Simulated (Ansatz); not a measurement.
Geometry optimisation, RKS PBE-D4/cc-pVDZ in Ansatz.

Input file:

```yaml
crystal:
  periodic: [false, false, false]
  atoms:
    - { symbol: Al, position_ang: [0.162838, 0.469203, -0.108781] }
    - { symbol: F, position_ang: [-0.358736, 0.266332, 1.504581] }
    - { symbol: H, position_ang: [1.66519, 0.96427, -0.303509] }
    - { symbol: H, position_ang: [-0.981223, 0.31141, -1.208463] }
    - { symbol: O, position_ang: [0.330966, -2.373581, 0.713475] }
    - { symbol: Si, position_ang: [-0.77887, -3.537705, 0.099839] }
    - { symbol: H, position_ang: [0.049194, -4.706996, -0.354293] }
    - { symbol: H, position_ang: [-1.745946, -3.952892, 1.179728] }
    - { symbol: H, position_ang: [-1.551994, -2.978292, -1.06904] }
    - { symbol: H, position_ang: [-0.054419, -1.829749, 1.451564] }
basis:
  gaussian: { orbitals: cc-pVDZ }
hamiltonian:
  xc: pbe
  dispersion: d4
relax:
  f_tol: 0.03
  max_steps: 50
output:
  orbitals: {}
```

Run as:

```bash
$ ansatz run input.yaml --threads 2 --pin off --max-ram 3072MiB --backend cpu --events-out ev --progress --plain --runs-dir out
```

Where does it end, and by what steps?

It converged. After 11 steps the energy has fallen by 0.563 eV; H3 moved furthest, 0.68 Å. Joined: Al1–O5 (2.96 → 2.05 Å).

```json
{"step": "0", "energy less start (eV)": "0.0000", "largest force component (eV/Å)": "0.708", "accepted": "yes"}
{"step": "1", "energy less start (eV)": "-0.2019", "largest force component (eV/Å)": "0.741", "accepted": "yes"}
{"step": "2", "energy less start (eV)": "-0.4195", "largest force component (eV/Å)": "0.720", "accepted": "yes"}
{"step": "3", "energy less start (eV)": "-0.5086", "largest force component (eV/Å)": "0.704", "accepted": "yes"}
{"step": "4", "energy less start (eV)": "-0.5479", "largest force component (eV/Å)": "0.140", "accepted": "yes"}
{"step": "5", "energy less start (eV)": "-0.5520", "largest force component (eV/Å)": "0.060", "accepted": "yes"}
{"step": "6", "energy less start (eV)": "-0.5561", "largest force component (eV/Å)": "0.089", "accepted": "yes"}
{"step": "7", "energy less start (eV)": "-0.5589", "largest force component (eV/Å)": "0.104", "accepted": "yes"}
{"step": "8", "energy less start (eV)": "-0.5603", "largest force component (eV/Å)": "0.124", "accepted": "yes"}
{"step": "9", "energy less start (eV)": "-0.5615", "largest force component (eV/Å)": "0.103", "accepted": "yes"}
{"step": "10", "energy less start (eV)": "-0.5623", "largest force component (eV/Å)": "0.066", "accepted": "yes"}
{"step": "11", "energy less start (eV)": "-0.5629", "largest force component (eV/Å)": "0.020", "accepted": "yes"}
```

```xyz
10
Properties=species:S:1:pos:R:3
Al 0.149 0.013 -0.018
F -0.304 0.362 1.637
H 1.687 0.287 -0.373
H -1.051 0.104 -1.084
O 0.047 -1.929 0.620
Si -0.748 -3.368 0.008
H 0.337 -4.317 -0.410
H -1.563 -3.921 1.144
H -1.602 -2.953 -1.153
H -0.216 -1.647 1.534
```

Whether the end is a true minimum wasn't checked by a vibrational analysis.

Time of the run: 39 s on 2 threads of Arm Neoverse N1, with other jobs on the host, peak memory 0.15 GiB.
